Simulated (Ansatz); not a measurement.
This geometry of a periodic cell of 33 atoms, Al32Si (host Al, host structure fcc, interstitial Si) is a first-order saddle point.

Level of theory: DFT PBE-D3(BJ), scalar-relativistic, plane waves, PAW (Ansatz). Settings: PAW set soft_1, cutoff 420 eV, k mesh 2x2x2, gaussian smearing 0.05 eV, no spin polarisation.

```xyz
33
Lattice="8.1000 0.0000 0.0000 0.0000 8.1000 0.0000 0.0000 0.0000 8.1000" Properties=species:S:1:pos:R:3
Al 3.978 0.024 0.026
Al 6.077 2.183 0.204
Al 6.077 -0.202 1.833
Al 0.075 0.024 0.027
Al 2.027 2.071 -0.056
Al 4.045 4.071 -0.005
Al 6.076 5.977 -0.388
Al 2.026 0.087 1.965
Al 3.959 1.986 2.008
Al 6.075 4.974 1.867
Al 3.764 -0.074 4.051
Al 6.073 0.997 4.243
Al 6.077 0.099 6.523
Al 0.008 4.072 -0.005
Al 2.026 6.071 -0.059
Al 0.097 1.987 2.006
Al 2.027 4.020 1.988
Al 3.805 6.155 2.011
Al 0.285 -0.072 4.051
Al 2.027 2.095 4.084
Al 3.996 4.108 4.049
Al 6.075 6.272 4.229
Al 2.026 0.011 6.141
Al 4.054 2.008 6.069
Al 6.076 3.907 5.893
Al 0.246 6.154 2.011
Al 0.059 4.109 4.050
Al 2.026 5.983 4.094
Al -0.002 2.007 6.068
Al 2.027 4.026 6.111
Al 3.985 6.065 6.055
Al 0.067 6.065 6.054
Si 6.080 2.972 3.046
```

Question: Which two structures does it join? (They come from a converged band through this point; their orientation in space is the band's.)

Answer: Contacts lost: Al2–Si33, Al3–Si33, Al9–Si33, Al10–Al22, Al12–Al25, Al16–Si33, Al22–Al25. Contacts made: Al2–Al3, Al2–Al10, Al3–Al12, Al21–Si33, Al22–Si33, Al25–Si33, Al27–Si33. The atom that moves furthest is Si33, by 2.87 Å.

Initial state:

```xyz
33
Lattice="8.1000 0.0000 0.0000 0.0000 8.1000 0.0000 0.0000 0.0000 8.1000" Properties=species:S:1:pos:R:3
Al 4.042 -0.010 -0.012
Al 6.075 2.025 -0.413
Al 6.075 -0.409 2.025
Al 0.011 -0.009 -0.010
Al 2.028 2.025 -0.095
Al 4.042 4.060 -0.011
Al 6.077 6.075 -0.095
Al 2.028 -0.094 2.024
Al 3.646 2.025 2.025
Al 6.075 4.461 2.025
Al 4.041 -0.011 4.060
Al 6.076 2.025 4.457
Al 6.077 -0.094 6.073
Al 0.011 4.059 -0.010
Al 2.026 6.075 -0.028
Al 0.416 2.025 2.025
Al 2.028 4.144 2.024
Al 3.957 6.075 2.024
Al 0.012 -0.010 4.059
Al 2.028 2.025 4.143
Al 4.041 4.061 4.059
Al 6.077 6.075 4.143
Al 2.026 -0.026 6.074
Al 3.957 2.025 6.073
Al 6.077 4.144 6.073
Al 0.095 6.075 2.024
Al 0.012 4.060 4.059
Al 2.026 6.075 4.075
Al 0.095 2.025 6.073
Al 2.026 4.077 6.074
Al 4.025 6.075 6.074
Al 0.028 6.075 6.074
Si 6.083 2.026 2.021
```

Final state:

```xyz
33
Lattice="8.1000 0.0000 0.0000 0.0000 8.1000 0.0000 0.0000 0.0000 8.1000" Properties=species:S:1:pos:R:3
Al 4.024 0.000 0.001
Al 6.076 1.931 0.002
Al 6.076 -0.001 1.932
Al 0.027 0.000 0.001
Al 2.025 1.998 0.001
Al 3.957 4.049 0.002
Al 6.076 6.168 0.002
Al 2.025 0.000 2.000
Al 4.041 2.014 2.016
Al 6.075 4.050 1.619
Al 3.957 -0.001 4.051
Al 6.075 1.613 4.050
Al 6.076 -0.001 6.170
Al 0.094 4.049 0.002
Al 2.025 6.101 0.001
Al 0.010 2.015 2.017
Al 2.026 4.049 1.932
Al 4.040 6.085 2.016
Al 0.094 -0.001 4.051
Al 2.026 1.931 4.051
Al 3.642 4.050 4.050
Al 6.075 6.483 4.050
Al 2.025 0.000 6.102
Al 4.041 2.015 6.086
Al 6.075 4.050 6.489
Al 0.011 6.084 2.016
Al 0.412 4.050 4.050
Al 2.026 6.168 4.051
Al 0.010 2.015 6.086
Al 2.026 4.049 6.170
Al 4.041 6.084 6.086
Al 0.010 6.084 6.086
Si 6.077 4.048 4.055
```

Question: How far does it lie above each of them?

Answer: 0.86 eV above the first and 0.86 eV above the second. This is the barrier of this one path; another mechanism may lie lower. Limits of this set-up: coarse k mesh.

Run time: 21 min on 2 threads of Intel(R) Xeon(R) Platinum 8375C CPU @ 2.90GHz (Ice Lake), on a shared host, peak memory 2.3 GiB.
